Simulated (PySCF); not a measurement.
SnCl3, SMILES [Cl][Sn-]([Cl])[Cl], charge -1. Atoms are numbered in the order given.

```xyz
4

Sn     0.0000     0.0000     0.6259
Cl     1.9216     1.1095    -0.6136
Cl     0.0000    -2.2189    -0.6136
Cl    -1.9216     1.1095    -0.6136
```
Charge -1, spin multiplicity 1.

The structure is a stationary point at B3LYP-D3(BJ)/def2-SVPD. The isomer is the one that the SMILES or the coordinates give; other isomers of the formula were not compared. The def2 effective core potentials stand for the cores of Sn; spin–orbit coupling is left out.

Level of theory: HF/def2-TZVPD run with PySCF.

Mulliken values depend strongly on the basis, most of all with diffuse functions as here. ESP charges are fitted to the potential on shells at 1.4 to 2.0 van der Waals radii. Atomic charges (e):

| atom | ESP fit | Mulliken |
|---|---|---|
| Sn1 | (withheld) | 0.86 |
| Cl2 | (withheld) | -0.62 |
| Cl3 | (withheld) | -0.62 |
| Cl4 | (withheld) | -0.62 |

Question: What belongs in the gaps? (Estimate from the structure and the level; the computed values follow.)

Answer: 
- Sn1, ESP fit: 0.18
- Cl2, ESP fit: -0.39
- Cl3, ESP fit: -0.40
- Cl4, ESP fit: -0.39
